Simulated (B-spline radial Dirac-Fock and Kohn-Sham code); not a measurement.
**Binding energies of F⁺ in different valence configurations**

Calculated with an atomic code on a B-spline grid, using relaxed Dirac-Fock hole states (ΔSCF) with Breit and QED corrections and a finite nucleus. The model has no electron correlation.

Reference: the tabulated ground configuration [He] 2s2 2p4, with 2s 57.95 eV, 2p 36.55 eV.

Shifts from the reference in eV.

| configuration | average energy | 2s | 2p |
| --- | --- | --- | --- |
| [He] 2s1 2p5 | +23.01 | +3.09 | -1.61 |
